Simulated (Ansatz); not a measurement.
`[CH3][SnH]([O])[F]`, charge 0, multiplicity 2.

Problem. Give a relaxed structure at PBE0-D4/def2-TZVP (Ansatz 0.2.0). (Estimate.)

Solution. Computed: 
```xyz
8

C     0.8606   -0.5767    0.5787
Sn   -0.5702    0.5365   -0.5140
O    -1.5060   -0.6952   -1.7483
F    -1.8854    1.0935    0.7740
H     0.3500   -1.4045    1.0691
H     1.6266   -0.9607   -0.0936
H     1.3142    0.0688    1.3298
H    -0.1897    1.9382   -1.3958
```
